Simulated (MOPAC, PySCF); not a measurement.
C₂H₇B, SMILES `CBC`, neutral singlet in the gas phase. 

Cartesian coordinates (Å):
SMILES: CBC
```xyz
10

C     -1.3775     0.1163     0.0750
B      0.0130    -0.4081    -0.3993
C      1.3697     0.1221     0.1589
H     -2.1364    -0.6664     0.1510
H     -1.3597     0.7009     0.9969
H     -1.7374     0.7863    -0.7216
H      0.0405    -1.2649    -1.2382
H      1.7355    -0.6496     0.8542
H      2.1494     0.2100    -0.6018
H      1.3030     1.0533     0.7250
```
Charge 0, multiplicity 1.

All levels are single points at this geometry (B3LYP-D3(BJ)/def2-TZVP); Pople sets use spherical d functions. Orbital energies aren't observables, and empty levels follow the basis.

| level | HOMO (eV) | LUMO (eV) | gap (eV) | dipole (D) | vertical IE, Delta-SCF (eV) |
|---|---|---|---|---|---|
| B3LYP-D3(BJ)/def2-TZVP in PySCF | -8.48 | -0.84 | 7.65 | 0.40 | – |
| B3LYP/3-21G in PySCF | -8.29 | -0.50 | 7.79 | 0.44 | – |
| B3LYP/6-31G* in PySCF | -8.26 | -0.42 | 7.83 | 0.43 | 10.98 |
| M06-2X/6-31G* in PySCF | -9.84 | 0.71 | 10.55 | 0.38 | – |
| HF/STO-3G in PySCF | -11.06 | 7.31 | 18.36 | 0.21 | – |
| PM3 in MOPAC | -11.53 | 0.84 | 12.37 | 0.52 | – |
